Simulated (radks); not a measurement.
Values are calculated unless marked as measured or tabulated.
The selenium ion Se2+, configuration [Ar] 3d10 4s2 4p1 7p1 (not the ground configuration). Code: a radial shooting solver on a logarithmic mesh with Libxc functionals. Model: scalar-relativistic Kohn-Sham, r2SCAN, spin-polarised, spherical densities, finite nucleus; open shells are filled with parallel spins first; meta-GGA in the generalised Kohn-Sham scheme; Fermi nuclear charge, rms radius 4.14 fm.

Normalised radial functions P(r) = r R(r), r in bohr:

r           4s up
0.001477   0.0265
0.002034   0.0355
0.002823   0.0474
0.003888   0.0622
0.005398   0.0809
0.007433   0.1024
0.01024    0.1255
0.01421    0.1473
0.01957    0.1601
0.02695    0.1541
0.03741    0.1146
0.05152    0.0323
0.07152   -0.0933
0.09849   -0.2193
0.1356    -0.2726
0.1883    -0.1633
0.2593     0.1084
0.3571     0.3842
0.4957     0.3980
0.6826     0.0326
0.9476    -0.5175
1.305     -0.8652
1.797     -0.8026
2.495     -0.4427
3.436     -0.1361
4.769     -0.0187
6.568     -0.0010
9.045     0.0000
12.56     0.0000
17.29     0.0000
23.81     0.0000
33.06      0.0000

4s up: eigenvalue -47.989 eV, 3 radial nodes at r = 0.0566, 0.232, 0.697 bohr, <r> = 1.65 bohr, 90 % of the charge inside 2.40 bohr.
